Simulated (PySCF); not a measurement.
Gas-phase reaction: 2 GaH + 4 H2 + N2H2 → 2 GaH3.NH3

Computed with PySCF (xtb for GFN2) and rigid-rotor harmonic-oscillator thermochemistry at 1 bar. † marks an energy on the PBE0/def2-TZVP geometry and frequencies; other levels use their own. 6-31G* has spherical d functions here. All species are closed-shell singlets. Ga: all electrons, no relativistic terms. Adducts (GaH3.NH3) have no counterpoise correction, and HF, PBE, BLYP, B3LYP and PBE0 lack dispersion. GaH, GaH3.NH3: computed as isolated molecules; such fragments, hydroxides, amides, oligomers or adducts are transient or little studied in the gas. The harmonic model lacks anharmonicity and excited electronic states, which grow with temperature; levels with a mode under 35 cm⁻¹ are left out. Soft modes under 120 cm⁻¹ make the harmonic entropy rough for GaH3.NH3.

ΔH° and ΔS° at 298 K: GFN2-xTB -594 kJ, -573 J/K; HF/6-31G* -595 kJ, -570 J/K; HF/def2-TZVP† -587 kJ, -572 J/K.

Question: With the heat capacities included, give log10 K (1 bar) at 600, 800, 1000, 1400, 1600 K from GFN2-xTB, HF/6-31G*, HF/def2-TZVP†.

Answer: 
```json
[
 {"T (K)": "600", "GFN2-xTB": "21.5", "HF/6-31G*": "21.6", "HF/def2-TZVP†": "20.9"},
 {"T (K)": "800", "GFN2-xTB": "8.4", "HF/6-31G*": "8.5", "HF/def2-TZVP†": "8.0"},
 {"T (K)": "1000", "GFN2-xTB": "0.7", "HF/6-31G*": "0.7", "HF/def2-TZVP†": "0.3"},
 {"T (K)": "1400", "GFN2-xTB": "-8.1", "HF/6-31G*": "-8.2", "HF/def2-TZVP†": "-8.4"},
 {"T (K)": "1600", "GFN2-xTB": "-10.8", "HF/6-31G*": "-10.9", "HF/def2-TZVP†": "-11.0"}
]
```
